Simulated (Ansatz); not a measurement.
Two members of one family (InP nanocrystals, H-capped), computed with Ansatz in the gas phase; def2 core potentials for In, no spin–orbit coupling. The two geometries come from different levels. Binding counts from free atoms in the multiplicity of their measured ground term, without zero-point energy. The structures are stationary points that may keep the symmetry of their start.

First: In3P3H12, cut from wurtzite (singlet, charge 0, r2SCAN-D4/def2-SVP geometry).

```xyz
18

P     1.098    1.435   -1.372
In    2.294    1.264    0.972
P     1.156   -1.010    1.671
In   -1.465    1.317   -1.981
P    -1.915   -0.967   -0.742
In   -1.393   -1.680    1.742
H     1.567    2.649   -1.947
H     1.780    0.556   -2.259
H     3.957    0.925    0.669
H     1.592    2.482    1.964
H     1.844   -2.054    0.990
H     1.660   -1.297    2.970
H    -1.572    1.005   -3.673
H    -2.241    2.535   -1.045
H    -1.432   -2.005   -1.586
H    -3.300   -1.231   -0.927
H    -2.168   -0.522    2.751
H    -1.462   -3.402    1.802
```

```tsv
level	HOMO (eV)	LUMO (eV)	gap (eV)	binding per atom (eV)
PBE-D4/def2-SVP	-6.35	-1.44	4.92	2.40
PBE-D4/def2-TZVP	-6.40	-1.63	4.77	2.41
r2SCAN-D4/def2-TZVP	-6.64	-1.44	5.20	2.44
PBE0-D4/def2-SVP	-7.40	-0.74	6.66	2.39
PBE0-D4/def2-TZVP	-7.42	-0.87	6.55	2.41
```

Second: In4P4H14, cut from wurtzite (singlet, charge 0, PBE-D4/def2-SVP geometry).

```csv
atom,x (Å),y (Å),z (Å)
In1,1.1115,-0.8553,2.6198
P2,1.4867,-2.0757,0.2246
In3,-2.7999,0.3513,0.9309
P4,-0.4011,1.0367,1.6687
P5,-1.9859,-0.9918,-1.2833
In6,0.4857,-1.2567,-2.0259
In7,0.7817,2.8565,0.2346
P8,1.2071,1.2319,-1.8973
H9,0.1687,-2.0314,3.4871
H10,2.7037,-0.2553,2.9797
H11,1.1350,-3.4617,0.2834
H12,2.8782,-2.2650,-0.0551
H13,-3.4172,-0.9319,1.9302
H14,-3.6521,1.7040,0.2481
H15,-0.6887,1.7792,2.8637
H16,-2.5060,-2.3258,-1.3059
H17,-2.6612,-0.5276,-2.4577
H18,0.8331,-2.1544,-3.4694
H19,2.3986,3.1444,0.8050
H20,-0.3684,3.9980,-0.3964
H21,2.5878,1.2201,-2.2783
H22,0.7029,1.8107,-3.1069
```

Question: Estimate the same table for the second.

Answer: 
```json
{"level": "PBE-D4/def2-SVP", "HOMO (eV)": "-5.96", "LUMO (eV)": "-1.89", "gap (eV)": "4.07", "binding per atom (eV)": "2.43"}
{"level": "PBE-D4/def2-TZVP", "HOMO (eV)": "-6.02", "LUMO (eV)": "-2.05", "gap (eV)": "3.98", "binding per atom (eV)": "2.45"}
{"level": "r2SCAN-D4/def2-TZVP", "HOMO (eV)": "-6.25", "LUMO (eV)": "-1.81", "gap (eV)": "4.44", "binding per atom (eV)": "2.46"}
{"level": "PBE0-D4/def2-SVP", "HOMO (eV)": "-6.97", "LUMO (eV)": "-1.13", "gap (eV)": "5.84", "binding per atom (eV)": "2.42"}
{"level": "PBE0-D4/def2-TZVP", "HOMO (eV)": "-7.02", "LUMO (eV)": "-1.29", "gap (eV)": "5.73", "binding per atom (eV)": "2.44"}
```
